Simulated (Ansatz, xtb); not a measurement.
Two structures of B2ClHSi

Structure X is `Cl[Si]1=BB1`, a singlet and structure Y is a singlet given by its coordinates. Both are isolated molecules in the gas phase, relaxed with PBE0-D3(BJ)/def2-SVP.

X (Å):

```xyz
5

B    -3.7001   -0.4023    0.5087
B    -2.4752   -1.3435    0.7478
Cl   -2.1823   -0.3686   -2.9783
Si   -2.8412   -0.5133   -1.0545
H    -1.6676   -2.0735    1.2487
```

Y (Å):

```xyz
5

B    -0.8018   -0.2773    0.4955
B     0.6370   -0.4869    0.1436
Cl   -2.4872   -0.2371    0.1121
Si   -0.2987   -0.8411   -1.5279
H     1.8298   -0.5925    0.1169
```

Close contacts (Å): B1–B2 1.50, B1–Cl3 1.73, B1–Si4 2.16, B2–Si4 1.95, B2–H5 1.20.

**Question.** Which of the two would you expect CCSD(T)/def2-TZVPP electronic energies to favour?

**Answer.** Structure Y; the calculation gives E(Y) − E(X) = −24.2 kJ/mol.

The same difference at several levels:

```
               level              geometry  E(Y) − E(X) (kJ/mol)  departure from the last row (kJ/mol)  job, with rough time for the two
PBE0-D3(BJ)/def2-SVP  PBE0-D3(BJ)/def2-SVP                   −42.5                                 −18.3                optimisation, 35 s
       HF/def2-TZVPP  PBE0-D3(BJ)/def2-SVP                   −31.1                                  −6.9           part of the CCSD(T) run
      MP2/def2-TZVPP  PBE0-D3(BJ)/def2-SVP                   −18.5                                  +5.7           part of the CCSD(T) run
  CCSD(T)/def2-TZVPP  PBE0-D3(BJ)/def2-SVP                   −24.2                                                      single point, 50 s
```

The levels shown agree on the order. The largest departure from CCSD(T)/def2-TZVPP is that of PBE0-D3(BJ)/def2-SVP, 18.3 kJ/mol. Levels run at GFN2-xTB geometries aren't shown.

With harmonic frequencies from PBE0-D3(BJ)/def2-SVP (ideal gas, rigid rotor, one conformer each, 600 K, 1 atm): on the last row, ΔE + ΔZPE = −26.6, ΔH = −25.0, ΔG = −29.9 kJ/mol.

The correlated steps freeze 12 core orbitals. Codes used: Ansatz 0.2.0; the last row on 1 thread of Intel(R) Xeon(R) Platinum 8488C (Sapphire Rapids) on a shared host.
